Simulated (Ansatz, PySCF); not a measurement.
Gas-phase reaction 2 R1 + R2 + 3 R3 → 5 P1 + P2, each structure at its B3LYP-D3(BJ)/def2-TZVP stationary point, reached from a drawn start (curvature not checked).
P1: H2 (SMILES [H][H]), charge 0, multiplicity 1.
R1, H2O (SMILES O) (charge 0, multiplicity 1, Z-matrix in Å and degrees):
```
O
H 1 0.9627
H 1 0.9627 2 105.24
```
R2, HF (SMILES F) (charge 0, multiplicity 1):
| atom | x (Å) | y (Å) | z (Å) |
|---|---|---|---|
| F | 0.0000 | 0.0000 | 0.4622 |
| H | 0.0000 | 0.0000 | -0.4622 |
R3: SiH4 (SMILES [SiH4]), charge 0, multiplicity 1.
P2, FH7O2Si3 (SMILES F[SiH](O[SiH3])O[SiH3]) (charge 0, multiplicity 1, Z-matrix in Å and degrees):
```
Si
F 1 1.5971
O 1 1.6134 2 108.37
O 1 1.6134 2 108.37 3 121.28
Si 3 1.6430 1 151.68 2 58.69
Si 4 1.6431 1 151.65 2 -58.47
H 1 1.4601 2 108.51 3 -119.36
H 6 1.4773 4 108.06 1 -162.52
H 5 1.4773 3 108.06 1 162.93
H 6 1.4787 8 109.93 4 119.72
H 5 1.4787 9 109.93 3 -119.72
H 5 1.4802 9 109.81 11 -120.61
H 6 1.4802 8 109.81 10 120.61
```

P less R. No zero-point or thermal terms. One arrangement of each flexible species, with no search for the lowest.

Correlated levels freeze the cores.

Programs: Ansatz (a program for electronic structure); PySCF for the D3/D4 terms. No computed number here is a measurement.

| level | reaction energy (kJ/mol) |
|---|---|
| BLYP-D3(BJ)/def2-TZVPP | -463.5 |
| r2SCAN/def2-TZVPP | -476.5 |
| r2SCAN-D3(BJ)/def2-TZVPP | -481.6 |
| PBE0/def2-TZVPP | -412.3 |
| PBE0-D3(BJ)/def2-TZVPP | -426.1 |
| CAM-B3LYP/def2-TZVPP | -457.4 |
| B2PLYP/def2-TZVPP | -464.2 |
| B2PLYP-D3(BJ)/def2-TZVPP | ___ |
| SCS-MP2/cc-pV(D+d)Z | ___ |

### Question
Some entries are withheld; supply them.

### Answer

- B2PLYP-D3(BJ)/def2-TZVPP, reaction energy (kJ/mol): -478.1
- SCS-MP2/cc-pV(D+d)Z, reaction energy (kJ/mol): -402.3
